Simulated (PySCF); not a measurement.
Ge(Me)(OH) (CH4GeO), SMILES [CH3][Ge][OH] (connectivity only; charge and spin as stated), neutral, multiplicity 1.

Geometry: ωB97X-D3(BJ)/def2-TZVP. Other conformers were not sampled.

All values below come from TDA-B3LYP/def2-SVPD in PySCF 2.14.0.

Vertical excitations.  State labels are in the subgroup Cs.

```tsv
state	symmetry	energy (eV)	λ (nm)	f	main pairs
S1	A"	3.35	370	0.037	HOMO→LUMO 98 %
S2	A'	5.45	228	0.082	HOMO→LUMO+1 91 %
S3	A"	6.07	204	0.011	HOMO−2→LUMO 97 %
S4	A'	6.16	201	0.035	HOMO→LUMO+2 95 %
S5	A'	6.50	191	0.133	HOMO−1→LUMO 77 %
S6	A'	6.65	186	0.352	HOMO→LUMO+3 93 %
S7	A'	7.40	168	0.072	HOMO→LUMO+4 87 %
S8	A"	7.49	166	0.001	HOMO−3→LUMO 98 %
S9	A"	7.78	159	0.026	HOMO−1→LUMO+1 98 %
S10	A'	7.91	157	0.019	HOMO−4→LUMO 81 %
T1	A"	2.20	564	0	HOMO→LUMO 99 %
T2	A'	4.70	264	0	HOMO→LUMO+1 93 %
T3	A'	5.13	242	0	HOMO−1→LUMO 98 %
T4	A"	5.58	222	0	HOMO−2→LUMO 98 %
```
Triplets are in the Tamm–Dancoff approximation.
